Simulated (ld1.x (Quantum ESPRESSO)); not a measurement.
Pseudopotential generation for Ti: TM, LDA (PZ), fully relativistic.

```json
{"Element": "titanium (Ti)", "Generator": "ld1.x (Quantum ESPRESSO) 7.5", "Type": "norm-conserving Troullier–Martins (Kleinman–Bylander form)", "Functional": "LDA (PZ)", "Relativity": "fully relativistic", "Frozen core": "[Ne]", "Valence charge": "12", "Reference configuration": "3s2 3p6 3d2 4s2 4p0", "Partial waves": "3p (bound): rc 1.45 bohr; 3d (bound): rc 2.25 bohr; 4f channel at 0.1 Ry: rc 2.10 bohr; 3s (bound): rc 1.00 bohr", "Local potential": "the s channel", "Core correction": "none"}
```

Open shells are filled in proportion to 2j + 1 (rel_dist='average').

Occupied shells without a wave of their own: 4s. They enter only through the test configuration that unscreens the potential.

What the tests gave:

```json
{
  "Largest excitation error": "-138 meV (all-electron minus pseudo) for 3s2 3p6 3d2 4s0 4p0, out of 7 test configurations"
}
```

A Bessel basis up to 400 Ry misses an occupied level by 0.03 Ry, so cutoffs and ghosts were not judged.

Generation and tests took about 4 s on one core of a shared server CPU.
